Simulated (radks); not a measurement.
Results of a calculation; reference values are marked as such.
Mean orbital radii <r> (bohr) of the niobium ion Nb+, [Kr] 4d4, at several levels of relativity; Dirac values are averaged over j with weights 2j + 1. Spin-unpolarised spherical Kohn-Sham, PBEsol, point nucleus unless stated (finite: rms radius 4.324 fm), a radial shooting solver on a logarithmic mesh with Libxc functionals. A level marked "c x" has the speed of light scaled by that factor and shares open shells by 2j + 1; other Dirac levels either fill j = l - 1/2 first or share by 2j + 1.

1s: non-rel. 0.03722; scalar-rel., finite nucleus 0.03611; Dirac, 2j+1 shares 0.03611; Dirac, low j first 0.03611; change of magnitude, last against first (%) -2.98
2s: non-rel. 0.1630; scalar-rel., finite nucleus 0.1581; Dirac, 2j+1 shares 0.1578; Dirac, low j first 0.1578; change of magnitude, last against first (%) -3.19
2p: non-rel. 0.1398; scalar-rel., finite nucleus 0.1378; Dirac, 2j+1 shares 0.1376; Dirac, low j first 0.1376; change of magnitude, last against first (%) -1.55
3s: non-rel. 0.4553; scalar-rel., finite nucleus 0.4436; Dirac, 2j+1 shares 0.4434; Dirac, low j first 0.4434; change of magnitude, last against first (%) -2.63
3p: non-rel. 0.4511; scalar-rel., finite nucleus 0.4461; Dirac, 2j+1 shares 0.4459; Dirac, low j first 0.4459; change of magnitude, last against first (%) -1.17
3d: non-rel. 0.4322; scalar-rel., finite nucleus 0.4332; Dirac, 2j+1 shares 0.4332; Dirac, low j first 0.4332; change of magnitude, last against first (%) +0.23
4s: non-rel. 1.188; scalar-rel., finite nucleus 1.160; Dirac, 2j+1 shares 1.160; Dirac, low j first 1.160; change of magnitude, last against first (%) -2.35
4p: non-rel. 1.315; scalar-rel., finite nucleus 1.305; Dirac, 2j+1 shares 1.304; Dirac, low j first 1.305; change of magnitude, last against first (%) -0.78
4d: non-rel. 2.029; scalar-rel., finite nucleus 2.056; Dirac, 2j+1 shares 2.056; Dirac, low j first 2.062; change of magnitude, last against first (%) +1.66
5s (empty): non-rel. 3.467; scalar-rel., finite nucleus 3.374; Dirac, 2j+1 shares 3.374; Dirac, low j first 3.379; change of magnitude, last against first (%) -2.53
5p (empty): non-rel. 4.375; scalar-rel., finite nucleus 4.323; Dirac, 2j+1 shares 4.323; Dirac, low j first 4.331; change of magnitude, last against first (%) -0.99
